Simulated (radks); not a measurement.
All-electron atom: the ruthenium ion Ru2+ in [Kr] 4d4 5s2 (not the ground configuration). Calculated with a radial shooting solver on a logarithmic mesh with Libxc functionals: scalar-relativistic Kohn-Sham, PBE, spin-unpolarised, spherical densities, finite nucleus; Fermi nuclear charge, rms radius 4.4809 fm.

X-ray form factor f0, the Fourier transform of the density (f0(0) = 42):

sin(theta)/lambda (1/angstrom),f0 (electrons)
0.05,41.312
0.1,39.486
0.15,37.049
0.2,34.475
0.25,32.022
0.3,29.776
0.4,25.927
0.5,22.871
0.6,20.475
0.8,16.869
1,13.924
1.25,10.812
1.5,8.515
2,6.094
